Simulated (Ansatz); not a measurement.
Abridged output of a molecular run in Ansatz:

```
Functional definition: HF
1173 factors; integrals over basis functions are off by at most 9.6e-4 eV
mean field evaluation 1: about -91879.3580 eV, gradient 2.5e1 eV
mean field evaluation 2: about -91879.3637 eV, gradient 2.4e1 eV
mean field evaluation 4: about -91882.2885 eV, gradient 2.6e0 eV
mean field evaluation 8: about -91882.3955 eV, gradient 1.7e-1 eV
mean field -91882.39621467 eV, -3376.6157807640 hartree, gradient 4.9e-6 eV, S^2 0.757547; 0 other end points of the search recorded, 0 dependent functions left out
20 core orbitals not correlated: weight in the atoms' cores, before any rotation towards them, 1.000 or more for the frozen orbitals, at most 0.000 for the correlated occupied ones
reference -91882.39621467 eV, -3376.6157807640 hartree; 18, 17 occupied and 153, 154 virtual orbitals, 1173 factors
second order -20.96050128 eV of doubles, -0.00000000 eV of singles
cycle   1  -21.29445332 eV  change   -3.3e-1 eV  update   8.9e-2
cycle   2  -21.75462695 eV  change   -4.6e-1 eV  update   2.6e-2
cycle   3  -21.83847602 eV  change   -8.4e-2 eV  update   1.5e-2
cycle   4  -21.82540643 eV  change    1.3e-2 eV  update   5.5e-3
cycle   5  -21.82634335 eV  change   -9.4e-4 eV  update   2.8e-3
cycle   6  -21.82679000 eV  change   -4.5e-4 eV  update   1.0e-3
cycle   7  -21.82686017 eV  change   -7.0e-5 eV  update   4.2e-4
cycle   8  -21.82705532 eV  change   -2.0e-4 eV  update   1.6e-4
cycle   9  -21.82704029 eV  change    1.5e-5 eV  update   7.0e-5
cycle  10  -21.82699664 eV  change    4.4e-5 eV  update   2.9e-5
perturbative correction -0.87702104 eV, -0.0322299288 hartree
Total energy: -91905.10023235 eV, -3377.4501380243 hartree
Checks for a lower state left out: cluster_reference
```

Its atoms:

Cartesian coordinates in Å:
```
N -0.004 -0.734 -0.570
Si 0.489 0.611 0.349
Cl -0.517 2.237 -0.415
Br -0.053 0.211 2.479
H -0.137 -0.654 -1.566
H 0.222 -1.671 -0.277
```

Question: Which basis set was used?
A. def2-TZVPP
B. def2-TZVPPD
C. cc-pV(D+d)Z
D. def2-SVP

Answer: A. It gives 191 functions.

Question: Write the keys of the input that set method, charge and spin (a neutral closed shell needs none for the last two).

Answer: 
```yaml
magnetization: {spin_polarized: true, initial_magnetization: 1}
correlation: {method: ccsd_t}
scf: {omitted_lower_state_checks: [cluster_reference]}
```
